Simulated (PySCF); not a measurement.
Geometries of 2 isomers of C4H7F3S, from PBE0-D3(BJ)/def2-SVP geometry optimisation, gas phase in PySCF 2.14.0. One conformer each, no zero-point energy, no frequencies.

Question: Which isomer lies lower at this level?
A.
```xyz
15
angstrom
C     -2.179    0.194    0.560
C     -0.851    0.525   -0.105
C     -0.093   -0.729   -0.513
S      1.428   -0.444   -1.467
C      2.533    0.047   -0.128
F      2.231    1.237    0.398
F      2.528   -0.827    0.881
F      3.767    0.117   -0.613
H     -2.034   -0.415    1.466
H     -2.839   -0.372   -0.117
H     -2.712    1.108    0.857
H     -1.012    1.151   -0.998
H     -0.227    1.123    0.577
H     -0.703   -1.355   -1.184
H      0.165   -1.356    0.354
```
B.
```xyz
15
angstrom
C     -1.938    0.100   -0.280
C     -1.125    0.902    0.716
S     -0.004   -0.074    1.765
C      1.016   -0.951    0.565
C      1.967   -0.095   -0.237
F      2.762    0.642    0.531
F      1.312    0.740   -1.058
F      2.744   -0.868   -1.005
H     -2.474   -0.724    0.214
H     -2.678    0.748   -0.776
H     -1.301   -0.323   -1.071
H     -1.779    1.386    1.458
H     -0.556    1.701    0.219
H      0.414   -1.545   -0.139
H      1.623   -1.654    1.154
```

Answer: B. That is `CCSCC(F)(F)F`, 6.1 kcal/mol below the other.

```csv
SMILES,atoms numbered as above,E (Eh),relative (kcal/mol),relative (kJ/mol),dipole (D)
CCSCC(F)(F)F,[CH3:1][CH2:2][S:3][CH2:4][C:5]([F:6])([F:7])[F:8],-853.31256,0.0,0.0,1.89
CCCSC(F)(F)F,[CH3:1][CH2:2][CH2:3][S:4][C:5]([F:6])([F:7])[F:8],-853.30277,6.1,25.7,2.30
```
